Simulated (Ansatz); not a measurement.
Correlation energies of C2H8AlFSi (`[CH3][AlH][SiH2]CF`) by basis set

```xyz
13

C     2.191    0.787   -0.032
Al    0.391    0.716   -0.789
Si   -0.950   -1.341   -0.601
C    -1.654   -0.331    0.883
F    -0.854    0.913    0.843
H     2.419    1.782    0.362
H     2.340    0.063    0.773
H     2.938    0.571   -0.804
H    -0.151    1.851   -1.763
H    -2.094   -1.679   -1.495
H    -0.420   -2.623   -0.055
H    -2.682    0.015    0.796
H    -1.474   -0.724    1.883
```

Total charge 0; spin multiplicity 1. Geometry: relaxed with PBE0-D4/def2-TZVP. It is one conformer, not always the lowest. Frozen core, restricted reference, the Gaussian-basis code of Ansatz. CBS rows extrapolate triple and quadruple zeta; past MP2 they add the triple-zeta difference.

| basis | HF (Eh) | MP2 corr. | CCSD corr. | (T) | CCSD(T) total |
| --- | --- | --- | --- | --- | --- |
| def2-SVP | -710.36174 | -0.63640 | -0.70160 | -0.01776 | -711.08110 |
| def2-TZVPP | -710.76008 | -0.80852 | -0.86691 | -0.03087 | -711.65786 |
| def2-QZVPP | -710.78432 | -0.87021 | – | – | – |
| CBS(def2) | -710.78766 | -0.91591 | -0.97431 | as TZ | -711.79284 |
